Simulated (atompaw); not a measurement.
PBE PAW (atompaw) dataset for antimony (Sb), scalar-relativistic all-electron reference.

* Element: Sb (Z = 51)
* Generator: atompaw 4.2.0.5
* Type: PAW
* Functional: PBE
* Relativity: scalar-relativistic
* Frozen core: [Ar] 3d10
* Valence charge: 23
* Reference configuration: 4s2 4p6 4d10 5s2 5p2.5 (charge +0.5)
* Partial waves: 4s (bound): rc 0.90 bohr; 5s (bound): rc 1.70 bohr; 4p (bound): rc 1.30 bohr; 5p (bound): rc 1.70 bohr; 4d (bound): rc 0.40 bohr; 4d channel at -0.95 Ry: rc 1.70 bohr
* Local potential: bessel scheme, radius 1.10 bohr
* Core correction: smooth core density matched at 1.00 bohr
* Augmentation charge: sinc compensation charge, radius 1.50 bohr; PAW radius 1.70 bohr; waves and projectors: custom rrkj gramschmidtortho

All-electron outer shells of the reference configuration (PBE, scalar-relativistic, ld1.x):

```csv
shell,level (eV),outermost node (bohr),outermost maximum (bohr)
3p,-754.47,0.13,0.29
3d,-519.94,–,0.24
4s,-152.90,0.39,0.73
4p,-105.85,0.39,0.76
4d,-37.56,0.38,0.84
5s,-16.59,0.95,1.88
5p,-8.27,1.04,2.29
```

(1) Is the overlap operator S = 1 + Σ q|β⟩⟨β| positive definite (Bessel basis up to 400 Ry)?

A Bessel basis up to 400 Ry misses an occupied level by 0.17 Ry, so cutoffs and ghosts were not judged.

Answers

(1) Yes: its lowest eigenvalue is 0.29 (d channel).
